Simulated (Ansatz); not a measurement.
Compare A (`COBCS`) with its isomer B (`CC(S)BO`).

Calculated with Ansatz (gas phase, PBE0-D4/def2-TZVP geometries, no zero-point term in ΔE). CCSD(T)/CBS adds triple-zeta CCSD(T) − MP2 to the extrapolated MP2 energy (def2 sets, frozen cores). Functionals use def2-TZVPP. B3LYP here is the variant with VWN-RPA as its local correlation; programs differ in this. One conformer a species, not always the lowest.

A:

```xyz
12

C     0.249   -1.050    1.858
O    -0.489   -0.535    0.771
B    -0.006    0.433   -0.028
C    -0.814    0.834   -1.306
S     0.123    0.007   -2.639
H     1.172   -0.485    2.016
H    -0.367   -1.000    2.758
H     0.496   -2.095    1.659
H     1.057    0.944    0.221
H    -0.895    1.900   -1.520
H    -1.808    0.386   -1.336
H     1.281    0.661   -2.453
```

B:

Z-matrix (Å, degrees):
```
C
C 1 1.518
H 1 1.093 2 110.2
H 1 1.092 2 111.8 3 119.9
H 1 1.095 2 111.8 3 -120.4
S 2 1.840 1 107.8 3 178.0
B 2 1.575 1 116.9 3 66.0
H 2 1.092 1 110.1 3 -64.8
H 6 1.343 2 97.3 1 179.2
O 7 1.352 2 123.5 1 12.9
H 7 1.200 2 120.2 1 -168.7
H 10 0.962 7 113.7 2 -2.0
```

**Question.** Which isomer does CCSD(T)/CBS put lower? Give the gap. (Best estimate.)

**Answer.** Computed: B, by 11.7 kcal/mol.

**Question.** Give E(B) − E(A) in kcal/mol with CCSD(T)/def2-TZVPP, HF/def2-TZVPP, PBE-D4, B2PLYP, ωB97M-V, B3LYP, r2SCAN-D4. (Estimate.)

**Answer.** Ansatz gave: CCSD(T)/def2-TZVPP -11.3, HF/def2-TZVPP -7.3, PBE-D4 -10.8, B2PLYP -9.8, ωB97M-V -11.0, B3LYP -8.3, r2SCAN-D4 -10.9. None reverses the order clearly.

Largest T1 diagnostic: 0.013.

The D4 term adds −1.3 kcal/mol with B3LYP and −0.6 kcal/mol with PBE0; it sums over pairs of atoms, weighted by their polarisabilities, and B3LYP, whose exchange is more repulsive, gets the larger term. In def2-TZVPP, CCSD(T) changes the Hartree–Fock value by −4.0 kcal/mol (the triples alone add −0.5 kcal/mol) and MP2 by −5.6 kcal/mol.
